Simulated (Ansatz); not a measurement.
Program: Ansatz. Geometries: PBE0-D4/def2-TZVP. ΔE: electronic, gas phase. CCSD(T)/CBS adds triple-zeta CCSD(T) − MP2 to the extrapolated MP2 energy (def2 sets, frozen cores). This one scheme is used for every species. Functionals use def2-TZVPP. B3LYP here is the variant with VWN-RPA as its local correlation; programs differ in this. For Ge outer-core shells are correlated without core-valence functions, which leaves a few kJ/mol of doubt a bond. Scalar relativity is left out up to krypton. Each species was taken in one conformer, which may not be the lowest.

`N[SiH2][O][GeH3]` + H₂ → `[SiH3][O][GeH3]` + NH₃  (hydrogenolysis of the Si–N bond)

```tsv
level	ΔE (kcal/mol)	difference from CCSD(T)/CBS
PBE-D4	10.6	-0.5
r2SCAN-D4	11.8	0.7
PBE0-D4	10.3	-0.8
B3LYP-D4	10.9	-0.2
ωB97X-V	10.6	-0.5
ωB97M-V	11.3	0.2
PBE	9.6	-1.5
r2SCAN	11.6	0.5
B3LYP	9.3	-1.8
MP2/def2-TZVPP	12.1	1.0
SCS-MP2/def2-TZVPP	10.8	-0.3
CCSD/def2-TZVPP	9.8	-1.3
CCSD(T)/def2-TZVPP	10.6	-0.5
HF/def2-QZVPP	7.7	-3.4
HF/CBS(def2)	7.7	-3.4
CCSD/CBS(def2)	10.4	-0.7
CCSD(T)/CBS	11.1	0
```

Largest T1 diagnostic among the species: 0.012.

In def2-TZVPP, CCSD(T) changes the Hartree–Fock value by +3.0 kcal/mol (the triples alone add +0.7 kcal/mol) and MP2 by +4.5 kcal/mol. The D4 term adds +1.6 kcal/mol with B3LYP and +0.9 kcal/mol with PBE0; it sums over pairs of atoms, weighted by their polarisabilities, and B3LYP, whose exchange is more repulsive, gets the larger term.
